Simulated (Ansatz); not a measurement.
Cost and result for the atomization energy of CH8BFSi2 (`F[SiH2]BC[SiH3]`) (13 atoms, 12 bonds).

Z-matrix (Å, degrees):
```
Si
B 1 2.010
F 1 1.609 2 113.1
H 1 1.491 2 112.3 3 -121.3
H 1 1.493 2 109.3 3 119.4
C 2 1.531 1 120.4 3 161.7
H 2 1.200 1 120.6 3 -16.0
Si 6 1.904 2 104.3 1 -97.1
H 6 1.095 2 115.2 1 150.5
H 6 1.094 2 116.9 1 18.5
H 8 1.485 6 108.2 2 172.0
H 8 1.486 6 111.1 2 52.6
H 8 1.484 6 110.2 2 -68.3
```

Total charge 0; spin multiplicity 1. Geometry: relaxed with PBE0-D4/def2-TZVP. It is one conformer, not always the lowest. Program: Ansatz. All runs use 4 threads of an Arm Neoverse V1 on a shared host. Times are those of one run each, without the atoms' runs, and a repeat can differ threefold. Electronic energies, without spin–orbit coupling; frozen cores. CCSD(T)/CBS adds CCSD(T) − MP2 in def2-TZVPP to the MP2 limit, and its time is that of the two runs behind it. T1 = 0.012. B3LYP takes the VWN-RPA correlation (the form of Gaussian; ORCA's B3LYP/G).

CCSD(T)/CBS is a level of theory with its own doubt, some kJ/mol a heavy atom from the limit and from the frozen cores, so smaller differences don't rank the functionals.

```csv
level,functions,wall time
PBE-D4/def2-TZVPP (with forces),289,3.3 s
PBE0-D4/def2-TZVPP,289,3.9 s
r2SCAN-D4/def2-TZVPP (with forces),289,6.5 s
B3LYP-D4/def2-TZVPP (with forces),289,6.5 s
B2PLYP/def2-TZVPP,289,7.5 s
ωB97X-V/def2-TZVPP,289,11 s
ωB97M-V/def2-TZVPP (with forces),289,15 s
MP2/def2-QZVPP,551,31 s
CCSD(T)/def2-TZVPP,289,3.9 min
CCSD(T)/CBS(def2),–,4.4 min
```

What atomization energy does each give, and how far from CCSD(T)/CBS? (Estimate.)

The calculation gave: 
```csv
level,atomization (kJ/mol),difference from CCSD(T)/CBS,per bond
PBE-D4/def2-TZVPP (with forces),4465.0,6.0,0.5
PBE0-D4/def2-TZVPP,4436.1,-22.9,-1.9
r2SCAN-D4/def2-TZVPP (with forces),4472.7,13.7,1.1
B3LYP-D4/def2-TZVPP (with forces),4461.6,2.6,0.2
B2PLYP/def2-TZVPP,4410.7,-48.3,-4.0
ωB97X-V/def2-TZVPP,4485.1,26.1,2.2
ωB97M-V/def2-TZVPP (with forces),4470.3,11.3,0.9
MP2/def2-QZVPP,4446.7,-12.3,-1.0
CCSD(T)/def2-TZVPP,4354.9,-104.1,-8.7
CCSD(T)/CBS(def2),4459.0,0.0,0.0
```

The D4 term adds +43.9 kJ/mol with B3LYP and +23.2 kJ/mol with PBE0; it sums over pairs of atoms, weighted by their polarisabilities, and B3LYP, whose exchange is more repulsive, gets the larger term. In def2-TZVPP, CCSD(T) changes the Hartree–Fock value by +903.6 kJ/mol (the triples alone add +43.3 kJ/mol) and MP2 by +932.8 kJ/mol; breaking electron pairs costs correlation energy, which Hartree–Fock lacks. From PBE to PBE0 (25 % exact exchange), in def2-TZVPP and without D4, the atomization energy moves by −24.9 kJ/mol: exact exchange takes away binding that semilocal exchange gives to molecules.
